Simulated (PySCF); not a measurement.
Species: C4H4F4O.
Structure used (GFN2-xTB), in Å, numbered top down from 1:
```xyz
13
C4H4F4O angstrom
F      2.2957    0.3986   -0.9596
C      1.3363   -0.5609   -0.7797
C      0.7749   -0.4307    0.6199
O     -0.3175   -1.2187    0.9772
C     -0.5406    0.1542    0.9307
C     -1.4721    0.6825   -0.1464
F     -2.6438    1.0558    0.3804
F     -1.7351   -0.2049   -1.1073
F     -0.9627    1.7691   -0.7481
H      1.8263   -1.5350   -0.8898
H      0.5850   -0.4305   -1.5621
H      1.5469   -0.3319    1.3821
H     -0.6977    0.6529    1.8848
```

Computed, not measured: PySCF, TDDFT wB97X-D/def2-SVPD, vertical, gas phase, core orbitals frozen in the response.

Ground-to-excited transition dipoles (e·a0, same axes as the geometry; the sign carries no meaning), for the states with f of 0.002 or more among the lowest 7:

```json
{"state": "S1", "E (hartree)": "0.3087", "μx": "-0.101", "μy": "0.062", "μz": "-0.070"}
{"state": "S2", "E (hartree)": "0.3136", "μx": "-0.080", "μy": "-0.105", "μz": "0.000"}
{"state": "S3", "E (hartree)": "0.3329", "μx": "-0.239", "μy": "-0.196", "μz": "-0.328"}
{"state": "S4", "E (hartree)": "0.3387", "μx": "-0.212", "μy": "-0.210", "μz": "0.060"}
{"state": "S5", "E (hartree)": "0.3493", "μx": "0.433", "μy": "-0.314", "μz": "-0.130"}
{"state": "S6", "E (hartree)": "0.3554", "μx": "0.367", "μy": "-0.498", "μz": "-0.342"}
{"state": "S7", "E (hartree)": "0.3571", "μx": "0.372", "μy": "-0.234", "μz": "0.154"}
```

(1) What oscillator strength does each state have?

(2) Which bond between heavy atoms lies closest to the direction of the S6 transition dipole?

(3) What angle do the transition dipoles of S5 and S6 make?

(4) How is the summed strength of these states shared among x, y and z?

(5) What peak molar absorption coefficient would the strongest computed level give as a lone Gaussian band 0.5 eV wide at half height?

## Answers

(1) f = (2/3) ΔE |μ|² with ΔE in hartree (27.2114 eV).

```csv
state,|μ|² (au),|μ| (D),f
S1,0.019,0.35,0.004
S2,0.017,0.33,0.004
S3,0.203,1.15,0.045
S4,0.093,0.77,0.021
S5,0.303,1.40,0.071
S6,0.500,1.80,0.118
S7,0.217,1.18,0.052
```

(2) C3–C5 and C6–F7, at 32° from it; next O4–C5 at 40°.

(3) |cos θ| = |μa·μb| / (|μa| |μb|) = 0.93, so θ ≈ 22° (taken between 0 and 90°, since the signs are arbitrary).

(4) (2/3) Σ ΔE μα² gives 0.135 for x, 0.116 for y and 0.063 for z, 0.314 in all.

(5) ε(max) = 2.175×10⁸ f / FWHM, with the width in cm⁻¹. S6: 2.175×10⁸ × 0.1183 / 4033 ≈ 6400 L mol⁻¹ cm⁻¹.

Time: 2.9 min wall, 2.4 min CPU (with the writing of density and orbital grids); peak memory 0.92 GiB. Hardware: Intel Xeon at 2.50 GHz, one thread, shared host.

One conformer stands for the species.

Without π bonds the low states may be Rydberg-like; a valence basis with one diffuse set may place them up to an eV too high.
